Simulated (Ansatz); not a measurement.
Two members of one family (Same ligands, another metal), computed with Ansatz in the gas phase; def2 core potentials for Mo, no spin–orbit coupling. The two geometries come from different levels. HOMO and LUMO are taken over both spins. Binding counts from free atoms in the multiplicity of their measured ground term, without zero-point energy. Singlets are spin-restricted. The spins of the ions were chosen, not always searched. A dash marks a value that wasn't run or was left out as unsound. The structures are stationary points that may keep the symmetry of their start. Remarks come from the PBE and PBE0 runs and from stability tests at other levels; not every state was tested. HOMO above LUMO (over both spins in singlets and doublets, within one spin in higher multiplets; at PBE or PBE0), or a gap under 0.15 eV within one spin, warns that the state may not be the lowest or that an electron is smeared out.

First: TiBr4 (singlet, charge 0, PBE0-D4/def2-SVP geometry).

| atom | x (Å) | y (Å) | z (Å) |
| --- | --- | --- | --- |
| Ti1 | 0.000 | 0.000 | 0.000 |
| Br2 | 0.665 | 1.992 | -0.952 |
| Br3 | 1.851 | -1.318 | 0.394 |
| Br4 | -1.434 | -1.098 | -1.435 |
| Br5 | -1.081 | 0.424 | 1.993 |

```json
{"level": "PBE-D4/def2-SVP", "HOMO (eV)": "-7.41", "LUMO (eV)": "-4.38", "gap (eV)": "3.03", "vertical IE (eV)": "–", "binding per atom (eV)": "3.50"}
{"level": "PBE-D4/def2-TZVP", "HOMO (eV)": "-7.53", "LUMO (eV)": "-4.44", "gap (eV)": "3.09", "vertical IE (eV)": "9.95", "binding per atom (eV)": "–"}
{"level": "r2SCAN-D4/def2-TZVP", "HOMO (eV)": "-7.90", "LUMO (eV)": "-4.49", "gap (eV)": "3.41", "vertical IE (eV)": "–", "binding per atom (eV)": "–"}
{"level": "PBE0-D4/def2-SVP", "HOMO (eV)": "-8.70", "LUMO (eV)": "-3.75", "gap (eV)": "4.95", "vertical IE (eV)": "–", "binding per atom (eV)": "3.18"}
{"level": "PBE0-D4/def2-TZVP", "HOMO (eV)": "-8.76", "LUMO (eV)": "-3.69", "gap (eV)": "5.07", "vertical IE (eV)": "10.47", "binding per atom (eV)": "3.18"}
```

Metal–donor distances: 4 × Br 2.31 Å. Remarks: gap within one spin near zero at PBE or PBE0 (+1 doublet).

Second: MoBr4 (triplet, charge 0, PBE-D4/def2-SVP geometry; oxidised ion doublet).

Cartesian coordinates in Å:
```
Mo 0.000 0.000 0.000
Br 0.311 -1.323 -1.971
Br 2.126 0.769 0.789
Br -1.049 -1.327 1.696
Br -1.388 1.882 -0.513
```

Problem. Estimate the same table for the second.

Solution. 
```
              level  HOMO (eV)  LUMO (eV)  gap (eV)  vertical IE (eV)  binding per atom (eV)
    PBE-D4/def2-SVP      -5.46      -4.20      1.25                 –                   2.91
   PBE-D4/def2-TZVP      -5.54      -4.27      1.28              8.03                   2.89
r2SCAN-D4/def2-TZVP      -6.07      -4.39      1.68              8.43                   2.75
   PBE0-D4/def2-SVP      -7.20      -3.74      3.45                 –                   2.67
  PBE0-D4/def2-TZVP      -7.21      -3.73      3.48              8.72                   2.67
```

Metal–donor distances: 4 × Br 2.39 Å. Remarks: HOMO above LUMO (singlet), restricted SCF unstable in HF (singlet), gap within one spin near zero at PBE or PBE0 (+1 doublet).
